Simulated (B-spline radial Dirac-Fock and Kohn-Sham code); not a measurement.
Dipole and non-dipole photoemission parameters of P³⁺ 2p1/2

System: phosphorus as P³⁺ in the configuration [Ne] 3s2; threshold 179.4 eV (orbital energy of the model). The computed values come from a radial atomic solver: Dirac-Hartree-Slater photoionisation with a Latter tail; cross sections with all multipoles, angular parameters from the dipole term and its interference with E2.

For linearly polarised light dσ/dΩ = σ/(4π) [1 + β P₂(cos θ) + (δ + γ cos²θ) sin θ cos φ], with θ from the polarisation vector and φ the angle between the beam and the projection of the electron momentum on the plane normal to the polarisation.

```
hν (eV)   σ (kb)      β       γ      δ
    200     1190  1.104  -0.029  0.010
    228      924  1.291   0.001  0.012
    258      717  1.386   0.032  0.013
    306      487  1.454   0.077  0.014
    326      418  1.468   0.095  0.015
    422      217  1.483   0.171  0.017
    635     71.7  1.418   0.300  0.024
    775     40.4  1.361   0.365  0.029
    800     36.8  1.351   0.375  0.030
    880     27.8  1.317   0.406  0.033
 1486.9     5.55  1.099   0.573  0.057
   2000     2.13  0.959   0.663  0.078
   2470     1.05  0.859   0.721  0.096
   3120    0.475  0.749   0.783  0.121
   3590    0.292  0.686   0.818  0.138
 5414.7        ?      ?       ?      ?
   7220   0.0237  0.420   0.993  0.247
 8047.8   0.0159  0.386   1.024  0.267
   9610  0.00818  0.335   1.078  0.304
  12400  0.00311  0.268   1.162  0.362
  12700  0.00284  0.263   1.170  0.368
```

**Question.** Give the values at Cr Kα (5414.7 eV).

**Answer.** σ = 0.0678 kb, β = 0.519, γ = 0.918, δ = 0.197.
